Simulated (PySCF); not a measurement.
# Relaxation of singlet TeOCl₄

These are results of PBE0/[Te def2-SVP with ECP28, O def2-SVP, Cl def2-SVP], scalar-relativistic core potentials, density fitting, no spin–orbit coupling, PySCF, not measurements. A (50,194) grid was used.

A start displaced from a saddle point along its imaginary mode, of C2v symmetry, held to at least that symmetry:

```xyz
6
charge 0 multiplicity 1, angstrom
Te    0.0000    0.0000    0.2452
O     0.0000    0.0000    2.0407
Cl    2.3487    0.0000   -0.2238
Cl    0.0000    2.1912   -0.6983
Cl   -2.3487    0.0000   -0.2238
Cl    0.0000   -2.1912   -0.6983
```

Optimiser trace:
```
step  E − E(last) (kJ/mol)  largest gradient (Eh/bohr)
   0                  4.54                     0.00445
   1                  3.67                     0.00188
   2                  3.26                     0.00094
   3                  2.87                     0.00199
   4                  0.60                     0.00367
   5                  0.27                     0.00280
   6                  0.01                     0.00110
   7                  0.00                     0.00033
   8                  0.00                     0.00011
```

It ends at C2v with Te–Cl 2.355 Å (×2), Te–Cl 2.379 Å (×2), Te–O 1.801 Å; Cl–Te–Cl 86.7° (×4), Cl–Te–Cl 112.8°, Cl–Te–Cl 168.1°, Cl–Te–O 95.9° (×2), Cl–Te–O 123.6° (×2) (after a last refinement on a finer grid). A frequency run shows a minimum. Other isomers or separated fragments may lie lower.

Final geometry:
Z-matrix (Å, degrees; charge 0 multiplicity 1):
```
Te
O  1 1.8010
Cl 1 2.3791 2 95.94
Cl 1 2.3551 2 123.60 3 -90.00
Cl 1 2.3791 2 95.94 3 180.00
Cl 1 2.3551 2 123.60 3 90.00
```

The relaxation took about 90 core-seconds on a shared host.
